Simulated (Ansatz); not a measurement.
Total energies of `[BH2-]1[F+][BH2-][F+]1`.

```xyz
8

B    -0.157   -0.155   -1.083
F    -0.099    1.056   -0.137
B     0.157    0.155    1.083
F     0.099   -1.056    0.136
H     0.794   -0.158   -1.799
H    -1.269   -0.310   -1.478
H     1.269    0.310    1.478
H    -0.794    0.158    1.798
```

Total charge 0; spin multiplicity 1. The structure was optimised at the PBE0-D4/def2-TZVP level. Basis def2-TZVPP, Ansatz.

RPA on PBE orbitals: Hartree–Fock energy of these orbitals -250.69204 Eh, correlation -1.17898 Eh (frozen core).

```json
{"functional": "revPBE", "energy without D4 (Eh)": "-251.85685", "D4 term (kJ/mol)": "-35.3"}
{"functional": "r2SCANh", "energy without D4 (Eh)": "-251.82063", "D4 term (kJ/mol)": "-2.3"}
```

(1) Give the same for LDA (SPW92), PBE, BLYP, r2SCAN, B97M-V, PBE0, B3LYP, r2SCAN0, HSE06 (plane-wave form), BHLYP, CAM-B3LYP, LC-ωPBE, ωB97X-V, ωB97M-V, B2PLYP, PBE-QIDH. (Estimate.)

B3LYP takes the VWN-RPA correlation (the form of Gaussian; ORCA's B3LYP/G). HSE06 is the plane-wave form, built on full-range PBE exchange. The double hybrids freeze the cores in their second-order part.

## Answers

(1) Ansatz gave: 
| functional | energy without D4 (Eh) | D4 term (kJ/mol) |
| --- | --- | --- |
| LDA (SPW92) | -250.07747 | – |
| PBE | -251.66198 | -9.5 |
| BLYP | -251.90040 | -22.0 |
| r2SCAN | -251.83150 | -2.2 |
| B97M-V | -251.89617 | – |
| PBE0 | -251.68137 | -7.8 |
| B3LYP | -251.96801 | -15.3 |
| r2SCAN0 | -251.80517 | -2.6 |
| HSE06 (plane-wave form) | -251.66907 | -7.2 |
| BHLYP | -251.85819 | -10.4 |
| CAM-B3LYP | -251.87668 | -7.7 |
| LC-ωPBE | -251.80563 | – |
| ωB97X-V | -251.87471 | – |
| ωB97M-V | -251.86883 | – |
| B2PLYP | -251.79373 | – |
| PBE-QIDH | -251.65683 | – |

LC-ωPBE has ω = 0.4 bohr⁻¹.
